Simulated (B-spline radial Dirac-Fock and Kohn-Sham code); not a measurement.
Compton profile of Yb

System: neutral ytterbium, configuration [Xe] 4f14 6s2.

Input of the calculation (task.json; shells as n, l, electrons):

```json
{"items": [{
  "Z": 70,
  "q": 0,
  "cfg": [[1, 0, 2], [2, 0, 2], [2, 1, 6], [3, 0, 2], [3, 1, 6], [3, 2, 10], [4, 0, 2], [4, 1, 6], [4, 2, 10], [4, 3, 14], [5, 0, 2], [5, 1, 6], [6, 0, 2]],
  "A": 174,
  "rrms": 5.3108,
  "do": ["scatter"],
  "s": [0.0, 0.05, 0.1, 0.15, 0.2, 0.25, 0.3, 0.35, 0.4, 0.45, 0.5, 0.6, 0.7, 0.8, 0.9, 1.0, 1.1, 1.2, 1.4, 1.6, 1.8, 2.0, 2.5, 3.0, 3.5, 4.0, 5.0, 6.0],
  "pz": [0, 0.1, 0.2, 0.3, 0.4, 0.5, 0.6, 0.8, 1.0, 1.2, 1.4, 1.6, 1.8, 2.0, 2.5, 3.0, 4.0, 5.0, 7.0, 10.0, 15.0, 20.0, 30.0, 40.0, 60.0, 100.0],
  "hv_scatter": [1000, 2000, 5000, 8047.8, 10000, 17479.3, 20000, 30000, 50000, 100000, 200000, 500000, 1000000]
}]}
```

Launch: `python xray_run.py task.json out`

Calculated with a radial finite-basis atomic code, using the impulse approximation on relativistic Hartree-Fock (Dirac-Fock) wave functions, averaged over the configuration. pz is in atomic units of momentum; subshell profiles are per electron, for a selection of subshells; open shells are spread over both j values by their weights.

```tsv
pz	J total	J 3d3/2	J 4d5/2	J 5p1/2	J 6s1/2	tabulated J
0	11.61	0.0349	0.0974	0.342	1.94	11.6
0.1	11.06	0.0349	0.0974	0.342	1.67	11.1
0.2	9.850	0.0349	0.0974	0.341	1.08	9.85
0.3	8.707	0.0349	0.0974	0.340	0.545	8.71
0.4	7.970	0.0349	0.0974	0.336	0.228	7.97
0.5	7.563	0.0349	0.0974	0.330	0.0942	7.56
0.6	7.308	0.0349	0.0974	0.320	0.0550	7.31
0.8	6.857	0.0349	0.0974	0.287	0.0486	6.86
1	6.338	0.0349	0.0974	0.243	0.0405	6.34
1.2	5.810	0.0349	0.0972	0.192	0.0266	5.81
1.4	5.341	0.0349	0.0970	0.144	0.0151	5.34
1.6	4.955	0.0349	0.0965	0.102	0.00792	4.95
1.8	4.649	0.0349	0.0957	0.0695	0.00421	4.65
2	4.404	0.0348	0.0946	0.0460	0.00258	4.40
2.5	3.943	0.0348	0.0900	0.0173	0.00188	3.94
3	3.545	0.0348	0.0826	0.0109	0.00177	3.54
4	2.749	0.0347	0.0618	0.00998	0.000845	2.75
5	2.063	0.0343	0.0398	0.00660	0.000278	2.06
7	1.231	0.0323	0.0121	0.00144	0.000150	1.23
10	0.7135	0.0260	0.00292	0.000770	6.61e-05	0.710
15	0.3496	0.0133	0.00238	0.000278	1.31e-05	0.350
20	0.1901	0.00545	0.00119	5.78e-05	1.04e-05	0.190
30	0.07057	0.000819	0.000183	3.99e-05	1.40e-06	0.0710
40	0.03218	0.000142	2.99e-05	2.11e-05	< 1e-6	0.0320
60	0.009889	7.81e-06	1.43e-06	3.98e-06	< 1e-6	0.00990
100	0.001842	< 1e-6	< 1e-6	< 1e-6	< 1e-6	0.00180
```

J(0) = 11.61. The 6s1/2 subshell gives the largest part, 33 %.

Mean momentum ⟨p⟩ by subshell (a.u.): 1s1/2 71.0, 2s1/2 25.4, 2p1/2 33.5, 2p3/2 30.1, 3s1/2 12.8, 3p1/2 15.3, 3p3/2 14.2, 3d3/2 17.1, 3d5/2 16.7, 4s1/2 6.44, 4p1/2 7.20, 4p3/2 6.76, 4d3/2 7.33, 4d5/2 7.17, 4f5/2 6.49, 4f7/2 6.36, 5s1/2 2.32, 5p1/2 2.38, 5p3/2 2.16, 6s1/2 0.511.

Tabulated profile: Biggs, Mendelsohn and Mann, At. Data Nucl. Data Tables 16, 201 (1975), a Hartree-Fock calculation.
